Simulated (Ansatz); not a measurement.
Computed with Ansatz on PBE0-D4/def2-TZVP structures; ΔE is electronic, products minus reactants. CCSD(T)/CBS adds triple-zeta CCSD(T) − MP2 to the extrapolated MP2 energy (def2 sets, frozen cores). Functionals use def2-TZVPP. B3LYP here is the variant with VWN-RPA as its local correlation; programs differ in this. def2 core potentials past Kr. For I outer-core shells are correlated without core-valence functions, which leaves a few kJ/mol of doubt a bond. Each species was taken in one conformer, which may not be the lowest.

Reaction (ligand exchange at the Al–I bond): `[AlH2][I]` + `C[Si](O)(F)F` → `C[Si](F)(F)[O][AlH2]` + HI

Question: Is it downhill or uphill in electronic energy at CCSD(T)/CBS, and by how much? (Best estimate.)

Answer: Computed: Downhill: ΔE = -0.06 eV.

Question: What do these levels give: PBE-D4, ωB97X-V, B3LYP, SCS-MP2/def2-TZVPP, CCSD(T)/def2-TZVPP, HF/def2-QZVPP? (Estimate.)

Answer: The calculation gave: PBE-D4 0.01, ωB97X-V -0.08, B3LYP -0.12, SCS-MP2/def2-TZVPP -0.12, CCSD(T)/def2-TZVPP -0.12, HF/def2-QZVPP -0.13 eV.

Largest T1 diagnostic among the species: 0.012.

The D4 term adds −0.03 eV with B3LYP and −0.02 eV with PBE0; it sums over pairs of atoms, weighted by their polarisabilities, and B3LYP, whose exchange is more repulsive, gets the larger term.
